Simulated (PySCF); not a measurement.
PySCF job for Mg(OH)(GeH3) (GeH₄MgO), SMILES [OH][Mg][GeH3], IEF-PCM-ωB97X/def2-SVP. The structure is a stationary point at PBE0-D3(BJ)/def2-TZVP. Other conformers were not sampled.

```python
import numpy as np
from pyscf import gto, scf, dft
from pyscf.solvent import pcm

mol = gto.M(
    atom='''
    Mg   -0.00000000   -0.00000000   -1.33765511
    O     0.00000000    0.00000000   -3.09624115
    H     0.00000000    0.00000000   -4.04289584
    Ge    0.00000000    0.00000000    1.22948402
    H     1.22923901    0.70970148    1.84039922
    H    -1.22923902    0.70970148    1.84039922
    H    -0.00000001   -1.41940295    1.84039922
    ''',
    basis='def2-SVP',
    charge=0,
    spin=0,
    max_memory=1600,
    verbose=3,
)
mf = dft.RKS(mol, xc='wb97x').density_fit(auxbasis='def2-universal-jkfit')
mf.grids.level = 3
mf.conv_tol = 1e-9
mf.max_cycle = 100
mf.kernel()
res = {}
for name, eps in {'water': 78.355, 'chlorobenzene': 5.6968, 'diethylether': 4.24}.items():
    s = mf.PCM()
    s.with_solvent.method, s.with_solvent.eps, s.with_solvent.lebedev_order = 'IEF-PCM', eps, 29
    s.kernel(mf.make_rdm1())
    res[name] = (s.e_tot, eps, s.dip_moment(), s.mo_energy, s.converged)
    print(f'{name}: electrostatic solvation free energy {(s.e_tot - mf.e_tot) * 627.509474:.3f} kcal/mol')
```

It prints:

```
converged SCF energy = -2354.37904228186

WARN: PCM is an experimental feature. It is still in testing.
Features and APIs may be changed in the future.

converged SCF energy = -2354.39554210988
Dipole moment(X, Y, Z, Debye):  0.00000,  0.00059, -2.45767
water: electrostatic solvation free energy -10.354 kcal/mol

WARN: PCM is an experimental feature. It is still in testing.
Features and APIs may be changed in the future.

converged SCF energy = -2354.39137661704
Dipole moment(X, Y, Z, Debye):  0.00000,  0.00028, -2.17142
chlorobenzene: electrostatic solvation free energy -7.740 kcal/mol

WARN: PCM is an experimental feature. It is still in testing.
Features and APIs may be changed in the future.

converged SCF energy = -2354.39005064055
Dipole moment(X, Y, Z, Debye):  0.00000,  0.00019, -2.08461
diethylether: electrostatic solvation free energy -6.908 kcal/mol
```

The calculation finished and met its thresholds.

Cost: around 30 core-seconds (rough).
